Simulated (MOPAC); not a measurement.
Input file for MOPAC: PM6 on AlH5Si (SMILES [AlH2][SiH3]), a point of a bond scan (R = 1.583 Å).

```
PM6 1SCF PRECISE CHARGE=0 THREADS=1
AlH5Si

Al     0.03394872 1    -0.60450630 1    -1.15927772 1
H     -1.28812107 1    -0.73733980 1    -2.02062804 1
H      1.38583772 1    -1.18780901 1    -1.74138382 1
Si    -0.02792387 1     0.52763245 1     1.02391416 1
H     -0.03926723 1     2.00388745 1     0.82696529 1
H      1.14506402 1     0.20807389 1     1.87836413 1
H     -1.25391258 1     0.18491499 1     1.79249452 1
```

It printed:

```
*******************************************************************************
 **                                                                           **
 **                              MOPAC v23.2.5                                **
 **                                                                           **
 *******************************************************************************
 ** MOPAC's Digital Object Identifier: https://doi.org/10.5281/zenodo.6511958 **
 **                                                                           **
 ** Please cite the open-source release paper for use of this MOPAC version:  **
 ** J. E. Moussa and J. J. P. Stewart (2026)                                  **
 ** MOPAC: An open-source semiempirical molecular orbital program             **
 ** J. Open Source Softw., 11(119), 8025, https://doi.org/10.21105/joss.08025 **
 *******************************************************************************

                              PM6 CALCULATION RESULTS

 *******************************************************************************
 *  PM6        - The PM6 Hamiltonian to be used
 *
 *
 *
 *                 CHARGE ON SYSTEM = 0
 *
 *
 *
 *  PRECISE    - TIGHTER CRITERIA TO BE USED
 *  1SCF       - DO 1 SCF AND THEN STOP
 *  THREADS=1  - MULTI-THREADING NOT USED
 *  T=         - A TIME OF 172800.0 SECONDS REQUESTED
 *  DUMP=N     - RESTART FILE WRITTEN EVERY 7200.0 SECONDS REQUESTED
 *******************************************************************************
PM6 1SCF PRECISE CHARGE=0 THREADS=1
 AlH5Si

   ATOM   CHEMICAL          X               Y               Z
  NUMBER   SYMBOL      (ANGSTROMS)     (ANGSTROMS)     (ANGSTROMS)

     1      Al          0.03394872  *  -0.60450630  *  -1.15927772  *
     2       H         -1.28812107  *  -0.73733980  *  -2.02062804  *
     3       H          1.38583772  *  -1.18780901  *  -1.74138382  *
     4      Si         -0.02792387  *   0.52763245  *   1.02391416  *
     5       H         -0.03926723  *   2.00388745  *   0.82696529  *
     6       H          1.14506402  *   0.20807389  *   1.87836413  *
     7       H         -1.25391258  *   0.18491499  *   1.79249452  *



          CARTESIAN COORDINATES

    NO.       ATOM           X           Y           Z

     1        Al          0.0339     -0.6045     -1.1593
     2         H         -1.2881     -0.7373     -2.0206
     3         H          1.3858     -1.1878     -1.7414
     4        Si         -0.0279      0.5276      1.0239
     5         H         -0.0393      2.0039      0.8270
     6         H          1.1451      0.2081      1.8784
     7         H         -1.2539      0.1849      1.7925

 General Reference for PM6:
 "Optimization of Parameters for Semiempirical Methods V: Modification of NDDO Approximations
 and Application to 70 Elements", J. J. P. Stewart, J. Mol. Mod., 13, 1173-1213 (2007)
 URL: https://link.springer.com/article/10.1007/s00894-007-0233-4

           Empirical Formula: H5 Al Si  =     7 atoms



      MOLECULAR POINT GROUP   :   C1


      RHF CALCULATION, NO. OF DOUBLY OCCUPIED LEVELS = 6


 -------------------------------------------------------------------------------
 PM6 1SCF PRECISE CHARGE=0 THREADS=1
 AlH5Si



     1SCF WAS SPECIFIED, SO BFGS WAS NOT USED
     SCF FIELD WAS ACHIEVED


                              PM6 CALCULATION
                                                       MOPAC v23.2.5 Linux




          FINAL HEAT OF FORMATION =         10.00559 KCAL/MOL =      41.86339 KJ/MOL


          COSMO AREA              =        116.75 SQUARE ANGSTROMS
          COSMO VOLUME            =        107.36 CUBIC ANGSTROMS

          IONIZATION POTENTIAL    =         10.046597 EV
          HOMO LUMO ENERGIES (EV) =        -10.047 -0.413
          NO. OF FILLED LEVELS    =          6
          MOLECULAR WEIGHT        =         60.1065         POINT GROUP:  C1

          MOLECULAR DIMENSIONS (Angstroms)

            Atom       Atom       Distance
            H     6    H     2     4.69216
            H     3    H     7     4.23554
            H     7    H     5     2.13546


          SCF CALCULATIONS        =          1





   ATOM   CHEMICAL          X               Y               Z
  NUMBER   SYMBOL      (ANGSTROMS)     (ANGSTROMS)     (ANGSTROMS)

     1      Al          0.03394872  *  -0.60450630  *  -1.15927772  *
     2       H         -1.28812107  *  -0.73733980  *  -2.02062804  *
     3       H          1.38583772  *  -1.18780901  *  -1.74138382  *
     4      Si         -0.02792387  *   0.52763245  *   1.02391416  *
     5       H         -0.03926723  *   2.00388745  *   0.82696529  *
     6       H          1.14506402  *   0.20807389  *   1.87836413  *
     7       H         -1.25391258  *   0.18491499  *   1.79249452  *

                             CARTESIAN COORDINATES

   1   Al        0.033948720    -0.604506300    -1.159277720
   2    H       -1.288121070    -0.737339800    -2.020628040
   3    H        1.385837720    -1.187809010    -1.741383820
   4   Si       -0.027923870     0.527632450     1.023914160
   5    H       -0.039267230     2.003887450     0.826965290
   6    H        1.145064020     0.208073890     1.878364130
   7    H       -1.253912580     0.184914990     1.792494520


           Empirical Formula: H5 Al Si  =     7 atoms



      MOLECULAR POINT GROUP   :   C1


                  EIGENVALUES
 -19.28209 -15.26207 -12.17849 -11.91572 -11.50119 -10.04660  -0.41299   0.65682
   1.11413   1.24731   1.85967   1.88611   2.03467   3.90392   4.53391   4.55493
   4.67426   5.38415 111.63667 111.76494 111.77366 112.98668 113.28182


              NET ATOMIC CHARGES AND DIPOLE CONTRIBUTIONS

  ATOM NO.   TYPE          CHARGE      No. of ELECS.   s-Pop       p-Pop       d-Pop
    1         Al           0.222678        2.7773     1.11924     1.64024     0.01784
    2          H          -0.070103        1.0701     1.07010
    3          H          -0.069849        1.0698     1.06985
    4         Si          -0.095698        4.0957     1.30875     2.40938     0.37757
    5          H           0.006417        0.9936     0.99358
    6          H           0.002460        0.9975     0.99754
    7          H           0.004094        0.9959     0.99591
 DIPOLE           X         Y         Z       TOTAL
 POINT-CHG.     0.006    -0.174    -0.363     0.403
 HYBRID         0.007     0.098     0.318     0.333
 SUM            0.012    -0.076    -0.045     0.089


          ATOMIC ORBITAL ELECTRON POPULATIONS

     Atom    s        px        py        pz      x^2-y^2     xz        z^2       yz        xy
    1 Al   1.11924   0.81213   0.18855   0.63956   0.00398   0.00615   0.00322   0.00261   0.00188
    2  H   1.07010
    3  H   1.06985
    4 Si   1.30875   0.76485   0.79345   0.85108   0.13177   0.11970   0.05263   0.04903   0.02444
    5  H   0.99358
    6  H   0.99754
    7  H   0.99591

 **********************
 *                    *
 * JOB ENDED NORMALLY *
 *                    *
 **********************




 == MOPAC DONE ==
```

The run finished.

Cost: around 0.010 core-seconds (rough).
